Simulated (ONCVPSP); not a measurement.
**titanium, ONCV: configuration errors across variants**

* Element: titanium (Ti)
* Generator: ONCVPSP 4.0.1
* Type: optimised norm-conserving Vanderbilt (ONCV)
* Functional: revPBE
* Relativity: scalar-relativistic
* Frozen core: [Ne]
* Valence charge: 12
* Reference configuration: 3s2 3p6 3d2 4s1 (charge +1)
* Partial waves: 3s+4s: rc 1.40 bohr, ncon 5, nbas 9, qcut 10.5 1/bohr, 2 projectors; 3p: rc 1.35 bohr, ncon 4, nbas 9, qcut 10.3 1/bohr, 2 projectors, debl 3.4 Ha; 3d: rc 1.95 bohr, ncon 3, nbas 8, qcut 9.3 1/bohr, 2 projectors, debl 2.4 Ha
* Local potential: polynomial inside 1.20 bohr (lpopt 5, dvloc0 0 Ha)
* Core correction: none

All-electron excitation energies from the reference (eV): (1) 3s2 3p6 3d2 4s2 -7.279; (2) 3s2 3p6 3d2 4s0 13.431; (3) 3s2 3p6 3d1 4s0 40.291; (4) 3s2 3p6 3d2.5 4s1.5 -6.923.

1 further variants failed, have other tests or too few solved ones, and are left out.

Errors AE − PS in meV (a dash: test not solved or not reliable):

```csv
change,(1),(2),(3),(4),bound ghosts,GHOST(+) flags above zero
base,+1.0,-0.3,+72,+2.3,none,none
"all radii scaled by about 0.86 (s 1.20, p 1.16, d 1.68 bohr); local potential polynomial inside 1.04 bohr (lpopt 5, dvloc0 0 Ha)",+0.8,-0.6,+47,+1.5,none,s
"all radii scaled by about 0.96 (s 1.34, p 1.30, d 1.88 bohr); local potential polynomial inside 1.16 bohr (lpopt 5, dvloc0 0 Ha)",+1.0,-0.3,+65,+2.1,none,none
"all radii scaled by about 1.13 (s 1.58, p 1.52, d 2.20 bohr); local potential polynomial inside 1.36 bohr (lpopt 5, dvloc0 0 Ha)",+1.3,-0.6,+108,+3.9,none,none
"all radii scaled by about 1.23 (s 1.72, p 1.66, d 2.40 bohr); local potential polynomial inside 1.48 bohr (lpopt 5, dvloc0 0 Ha)",+1.3,-1.2,+140,+5.4,none,none
"all radii scaled by about 1.29 (s 1.80, p 1.74, d 2.50 bohr); local potential polynomial inside 1.54 bohr (lpopt 5, dvloc0 0 Ha)",+1.3,-2.0,+170,+6.9,none,none
```

Problem. Give the same row for: all radii scaled by about 1.03 (s 1.44, p 1.40, d 2.02 bohr); local potential polynomial inside 1.24 bohr (lpopt 5, dvloc0 0 Ha).

Solution. +1.1, -0.3, +80, +2.6; bound ghosts: none; GHOST(+) flags above zero: none.
